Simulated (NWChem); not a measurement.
# C3H5BO2; SMILES C#CCB(O)O

```xyz
11

C      0.3061     2.6048     0.0000
C     -0.3399     1.5773     0.0000
C     -1.0117     0.2911     0.0000
B      0.0168    -0.9289     0.0000
O     -0.4925    -2.1861     0.0000
O      1.3603    -0.7424     0.0000
H      0.8374     3.5385     0.0000
H     -1.6715     0.1930     0.8797
H     -1.6715     0.1930    -0.8797
H      0.2058    -2.8506     0.0000
H      1.5838     0.1986     0.0000
```
Atoms are numbered in this order, from 1.

Level: PBE0/def2-SVP (NWChem), optimised geometry, unscaled harmonic frequencies. 

**Question.** List the harmonic frequencies with IR intensities, and the thermochemistry.

**Answer.** 
```csv
frequency (cm⁻¹),IR intensity (km/mol)
60,1.0
130,1.3
339,12.1
342,12.3
419,16.4
442,2.6
549,15.3
583,197.8
635,0.1
684,42.3
695,55.1
778,14.9
846,34.3
990,2.5
1027,120.9
1058,108.1
1150,2.8
1197,2.9
1380,312.8
1406,17.0
1494,350.1
2235,18.7
3065,5.6
3116,0.0
3489,82.7
3827,131.0
3895,85.6
```

```json
{
 "zero_point_energy": "51.2 kcal/mol",
 "thermal correction to the enthalpy at 298.15 K (with zero-point energy)": "56.0 kcal/mol",
 "heat capacity Cv": "23.8 cal/(mol K)",
 "entropy at 298.15 K and 1 atm (symmetry number 1)": "80.2 cal/(mol K)",
 "dipole_moment": "0.63 D"
}
```

Rigid rotor and harmonic oscillator; modes under 100 cm⁻¹ make the entropy uncertain.
